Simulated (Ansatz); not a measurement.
Task: Name a neutral molecule of Al, C, Cl, S and H with LUMO energy (B3LYP/def2-TZVPP) between -1.25 and -0.95 eV and HOMO energy (ωB97M-V/def2-TZVPP) between -10.35 and -10.05 eV (Ansatz, PBE0-D4/def2-TZVP geometry).

Result: `[CH3][Al-]([SH2+])([Cl])[Cl]` (-1.12 eV, -10.33 eV). Other molecules can fit too; these were computed, each in one conformer that needn't be the lowest.

B3LYP here is the variant with VWN-RPA as its local correlation; programs differ in this.
